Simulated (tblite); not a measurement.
C7H13O2P.
Structure used (GFN2-xTB), in Å, numbered top down from 1:
```xyz
23
C7H13O2P angstrom
C     -3.2569    0.5798   -1.2108
C     -3.0787   -0.4530   -0.4015
C     -1.9095   -0.6569    0.4613
C     -1.1452    0.5863    1.0406
P     -0.2270   -0.3292   -0.2047
O     -0.0031    0.1157   -1.5836
C      0.9747   -1.5512    0.4750
C      2.2710   -0.7921    0.2580
O      1.9249    0.5378    0.5727
C      2.8323    1.5066    0.1073
H     -2.5380    1.3770   -1.2858
H     -4.1251    0.6564   -1.8421
H     -3.8135   -1.2489   -0.3755
H     -2.0300   -1.4595    1.1806
H     -0.8881    0.5264    2.0876
H     -1.5409    1.5501    0.7528
H      0.9293   -2.4875   -0.0798
H      0.7748   -1.7271    1.5290
H      2.5730   -0.8629   -0.7956
H      3.0969   -1.1457    0.8911
H      2.4302    2.4741    0.3997
H      2.9248    1.4660   -0.9828
H      3.8193    1.3647    0.5622
```

All values are computed: GFN2-xTB (tblite) harmonic vibrations without scaling, gas phase. This tight-binding method is rough: wavenumbers can miss measured ones by several per cent, in bad cases by 10 to 20. One conformer, not necessarily the lowest.

Harmonic wavenumbers (cm⁻¹): 53.1, 78.8, 94.5, 105.9, 120.4, 147.5, 182.2, 213.4, 236.4, 283.3, 301.4, 317.9, 373.8, 488.9, 530.1, 591.6, 671.5, 681.7, 721.3, 773.3, 798.0, 874.1, 883.2, 932.3, 958.6, 970.9, 1003.0, 1010.6, 1021.8, 1041.8, 1065.0, 1110.8, 1118.9, 1125.0, 1133.4, 1174.1, 1192.5, 1227.1, 1274.7, 1290.1, 1307.3, 1326.2, 1379.4, 1401.4, 1409.7, 1415.5, 1463.6, 1473.9, 1478.9, 1692.0, 2875.8, 2905.1, 2921.5, 2943.5, 2988.1, 3011.0, 3016.0, 3036.0, 3040.4, 3057.6, 3078.0, 3112.0, 3137.2.

A = 2471, B = 705.2, C = 663.9 MHz; mass 160.065 u (most abundant isotopes); point group C1, symmetry number 1.

What is the zero-point energy?

½Σν̃ = 40822 cm⁻¹ = 116.72 kcal/mol.

What is S at 298.15 K and 1 bar for an ideal gas of classical rigid rotors and harmonic oscillators?

Translation 41.15, rotation 30.01, vibration 37.55: S = 108.7 cal/(mol K).

And Cp and H(298.15 K) − H(0)?

Cp = 46.09 cal/(mol K), of which vibrations give 38.14 (their classical limit is 63 R = 125.2); H(298.15 K) − H(0) = 8.28 kcal/mol without the zero-point energy, 5.91 from vibrations.

How do the functions run with temperature in this model?

```csv
T (K),S (cal/(mol K)),Cp (cal/(mol K)),H − H(0) (kcal/mol),G − H(0) (kcal/mol),ln q(vib)
50,60.5,15.0,0.52,-2.50,0.53
100,73.5,22.9,1.48,-5.87,2.08
373.15,120.1,55.3,12.08,-32.72,11.42
500,138.2,69.0,20.00,-49.11,15.55
750,170.0,87.8,39.78,-87.76,23.38
1000,197.1,100.0,63.35,-133.74,30.65
```

q(vib) and H(0) count from the zero-point level.

What must be added to the electronic energy to get the Gibbs energy at 298.15 K and 1 bar?

ZPE + [H(298.15 K) − H(0)] − T·S = 116.72 + 8.28 − 32.41 = 92.59 kcal/mol.

Which modes carry the vibrational entropy at 298.15 K?

53.1 cm⁻¹: 4.70; 78.8 cm⁻¹: 3.92; 94.5 cm⁻¹: 3.56; 105.9 cm⁻¹: 3.34; 120.4 cm⁻¹: 3.09; 147.5 cm⁻¹: 2.70 cal/(mol K); the other 57 give 16.23 together.

Blend soft modes into free rotors: weight 1/[1 + (100 cm⁻¹/ν̃)⁴] for the oscillator and the rest for a rotor with moment μB/(μ + B), μ = h/(8π²ν), B = 10⁻⁴⁴ kg m². What vibrational entropy results?

35.07 cal/(mol K) in place of 37.55, which changes −T·S at 298.15 K by +0.74 kcal/mol.

Hindered rotation and anharmonicity are outside this model. Other conformers, if any are populated, would add a mixing term that is left out. The structure is chiral; the term R ln 2 for an equal mix with its mirror image is left out.
